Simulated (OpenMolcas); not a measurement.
**What dynamic correlation does to the levels of C I**

```json
{
  "Program": "OpenMolcas",
  "Basis": "ANO-R1 [3s2p1d]",
  "Scalar Hamiltonian": "X2C, finite nucleus",
  "Active space": "4 electrons in 4 orbitals (2s 2p)",
  "State averaging": "2S+1 = 3 even, 3 roots; 2S+1 = 1 even, 6 roots; 2S+1 = 5 odd, 1 root; 2S+1 = 3 odd, 8 roots",
  "Spin-orbit coupling": "RASSI with atomic mean-field integrals over the reference wave functions, term energies averaged over their components"
}
```

Methods on the same reference wave functions:
A. CASSCF
B. SS-CASPT2, IPEA 0.25 Eh, imaginary shift 0.1 Eh (closed shells correlated: 1s)
C. XMS-CASPT2, IPEA 0.25 Eh, imaginary shift 0.1 Eh (closed shells correlated: 1s)

Energies in cm⁻¹ above 2s² 2p² ³P₀, the measured ground level; measured values from NIST Handbook of Basic Atomic Spectroscopic Data.

```
      Level      A      B      C  Measured
2s² 2p² ³P₀    0.0    0.0    0.0       0.0
2s² 2p² ³P₁   14.6   14.6   14.6      16.4
2s² 2p² ³P₂   43.7   43.7   43.7      43.4
2s² 2p² ¹D₂  12946  11310  11500     10193
2s² 2p² ¹S₀  21540  22210  22830     21648
2s 2p³ ⁵S°₂  23469  29110  29750     33735
2s 2p³ ³D°₂  68801  64450  64970     64091
2s 2p³ ³D°₁  68801  64450  64970     64090
2s 2p³ ³D°₃  68801  64450  64970     64087
2s 2p³ ³P°₀  81578  78310  78770     75256
2s 2p³ ³P°₁  81578  78310  78770     75254
2s 2p³ ³P°₂  81578  78310  78770     75255
```

Deviations, from unrounded energies. A percentage is the sum of absolute deviations over the sum of measured energies, with the sign that they share, or ± where signs differ.

```csv
Against measurement,Levels,A,B,C
mean absolute deviation (cm-1),11,4200,1500,1800
fine structure of the ground term (%),2,±3.4,±3.4,±3.4
other terms of the ground configuration (%),2,±9.0,+5.3,+7.8
other configurations (%),7,±9.6,±3.3,±3.8
```

B lies closest to measurement on these levels and A furthest from it. The largest miss of B in the table is 2s 2p³ ⁵S°₂, by -4600 cm-1. The ranking rests on the paired levels alone, and a cruder setting can come out closer through cancelling errors.

Between B and C the level of the table that moves most is 2s 2p³ ⁵S°₂, by 630 cm-1 (lowest in B, highest in C). Moves below CASPT2's spread within the term are not significant.

The mean deviations of B to C differ by less than CASPT2's widest spread within a term (720 cm-1), so their order carries little weight.

From A to B the spin-free energies of the other terms of 2s² 2p² shown, above ³P, scale by factors of 0.87 to 1.03.

The lowest spin-free term lies below A's lowest term by 0.053 hartree in B, 0.055 hartree in C.

CASPT2 breaks the degeneracy within a term, and the mean is taken; among the terms shown or strongly mixed into the levels shown the widest spread is 720 cm-1 (2s 2p³ ³D°, C). Without dynamic correlation excited terms often stand tens of per cent too high (terms of higher spin than the ground term too low), and those without a measured partner can miss by more than the paired ones (holds for A). Measured partners are found by configuration, term and J. A level has none where our copy of the source lacks it or the pairing is in doubt (some pairs that miss far off the trend of their configuration count as doubtful), and it then counts in no deviation. Levels of configurations outside the active space are missing.

° marks odd parity.
